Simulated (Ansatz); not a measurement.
Breaking a bond: PH (anion, charge -1), lowest doublet found (which spin is the ground state isn't settled by this scan).

UCCSD(T) = CCSD(T) on UHF/aug-cc-pVDZ, frozen core (Ansatz, a program for electronic structure); UKS-CAM-B3LYP = unrestricted CAM-B3LYP/aug-cc-pVDZ (Ansatz); UKS-B3LYP = unrestricted B3LYP/aug-cc-pVDZ run with Ansatz; UKS-PBE = unrestricted PBE/aug-cc-pVDZ (Ansatz); UCCSDT(Q) = CCSDT(Q) on UHF/aug-cc-pVDZ, frozen core in Ansatz; FCI = full CI/aug-cc-pVDZ, frozen core (Ansatz).

Cost and accuracy over the 22 points of the scan, with FCI as yardstick. Costs are rough ratios of core time within Ansatz on shared cores, each with its mean field (Kohn-Sham runs search longer for lower solutions than correlated ones do); the miss is the largest error against full CI of the curve after the mean shift, in kcal/mol.

Q: Which is the cheapest of these levels that stays within 2.7 kcal/mol of FCI?

A: UCCSD(T).

| level | relative cost | largest error |
|---|---|---|
| UCCSD(T) | 1 | 2.0 |
| UKS-CAM-B3LYP | 1 | 5.1 |
| UKS-B3LYP | 1 | 3.5 |
| UKS-PBE | 2 | 4.5 |
| UCCSDT(Q) | 5 | 0.1 |

Costs within a factor of two of each other count as equal.

The unrestricted determinant behind UCCSD(T), UCCSDT(Q) is spin-contaminated at 2.00 to 4.69 Å (<S²> up to 1.8, against 0.75 for a pure doublet). Where the anion isn't bound against loss of the electron, the finite basis alone holds it. The unrestricted determinant behind UKS-CAM-B3LYP, UKS-B3LYP is spin-contaminated at 2.45 to 4.69 Å (<S²> up to 1.8, against 0.75 for a pure doublet). The unrestricted determinant behind UKS-PBE is spin-contaminated at 2.72 to 4.69 Å (<S²> up to 1.8, against 0.75 for a pure doublet).
